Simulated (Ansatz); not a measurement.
A structure relaxed at r2SCAN-D4/def2-SVP in Ansatz, charge 0, singlet:

Cartesian coordinates in Å:
```
Ta -0.1563 1.5313 1.0358
Ta 0.4515 -0.6283 1.6864
Te -0.2743 -2.3937 -0.1847
Te -1.3620 1.4713 -1.3490
Te 2.4935 1.0742 1.2366
Te -1.1524 -1.0548 -2.4250
```

Question: Give its formula and point group.

Answer: Ta₂Te₄. Point group Cs (tolerance 0.1 Å).

Question: Summarise the bond lengths by kind (pairs closer than 1.2 times the sum of covalent radii, bridged metal pairs left out).

Answer: 4 × Ta–Te 2.67 to 2.70 Å; 2 × Te–Te 2.75 Å.

In the def2 sets Ta, Te take a core potential; there is no spin–orbit coupling. The restricted singlet is unstable towards broken spin symmetry in Hartree–Fock (as tested in another run); at r2SCAN-D4/def2-SVP this wasn't settled. Another isomer (triplet) lies 1.87 eV lower at PBE0-D4/def2-TZVP; other spin states weren't run for this one.
